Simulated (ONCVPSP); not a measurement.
**An all-electron radial function and its pseudo partner (Sr)**

Columns: radius, all-electron u(r) and pseudo u(r) of the 4p shell (level -23.20 eV) of strontium in the configuration [Ar] 3d10 4s2 4p6 5s1.75 5p0.25; LDA (Perdew-Wang 92), scalar-relativistic, ONCV scheme, ONCVPSP 4.0.1.

```tsv
r (bohr)	all-electron	pseudo
0.130	0.2032	0.0234
0.260	-0.2997	0.0907
0.390	-0.4356	0.1933
0.520	-0.2283	0.3190
0.650	0.0927	0.4534
0.780	0.3943	0.5821
0.910	0.6258	0.6932
1.040	0.7787	0.7781
1.170	0.8622	0.8323
1.300	0.8913	0.8556
1.430	0.8807	0.8505
1.560	0.8434	0.8221
1.690	0.7894	0.7764
1.820	0.7262	0.7193
1.950	0.6593	0.6561
2.080	0.5924	0.5911
2.210	0.5278	0.5274
2.340	0.4672	0.4671
2.470	0.4112	0.4112
2.600	0.3603	0.3603
2.730	0.3146	0.3145
2.860	0.2738	0.2738
2.990	0.2377	0.2376
3.120	0.2058	0.2058
3.250	0.1779	0.1779
3.380	0.1536	0.1536
```

**Question.** How many radial nodes do the two functions have?

**Answer.** The all-electron 4p function has n − l − 1 = 2; the pseudo-wave has 0, since the states of the same l below it are removed with the core.

**Question.** At about which radius was the pseudo-wave matched?

**Answer.** 2.55 bohr. The columns agree to 0.0005 from 2.21 bohr on; several derivatives are matched, so the curves merge somewhat inside the radius.

**Question.** Where does each function peak?

**Answer.** Outermost all-electron maximum near 1.30 bohr, pseudo maximum near 1.30 bohr (to the table’s step).

**Question.** Is the pseudo-wave norm-conserving?

**Answer.** Yes: the ONCV scheme keeps the norm inside the radius equal to the all-electron one, which fixes the energy derivative of the logarithmic derivative at the level.
